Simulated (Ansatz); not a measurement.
Reaction (ligand exchange at the Se–Si bond): `[SeH][SiH]1BC1` + H₂Se → `[SeH][SeH]` + `B1C[SiH2]1`

Calculated with Ansatz (gas phase, PBE0-D4/def2-TZVP geometries, no zero-point term in ΔE). CCSD(T)/CBS is the MP2 limit (def2-TZVPP, def2-QZVPP) plus CCSD(T) − MP2 in def2-TZVPP, frozen cores. For Se outer-core shells are correlated without core-valence functions, which leaves a few kJ/mol of doubt a bond. Scalar relativity is left out up to krypton. Each species was taken in one conformer, which may not be the lowest.

```tsv
species	CCSD(T)/CBS(def2) energy (Eh)
`[SeH][SiH]1BC1`	-2755.59871
H₂Se	-2401.89790
`[SeH][SeH]`	-4802.61264
`B1C[SiH2]1`	-354.85519
```

Work out ΔE.

ΔE = (-4802.61264) + (-354.85519) − (-2755.59871) − (-2401.89790) = 0.02878 Eh = +75.6 kJ/mol.

Largest T1 diagnostic among the species: 0.014.

From BLYP to BHLYP (50 % exact exchange), in def2-TZVPP and without D4, ΔE moves by +3.3 kJ/mol. Leaving LDA and LC-ωPBE aside and taking each functional with its dispersion term where it has one, the values, not all of them listed here, spread over 12.2 kJ/mol, from BLYP-D4 to PBE-QIDH. LDA lies +8.0 kJ/mol from PBE without D4.
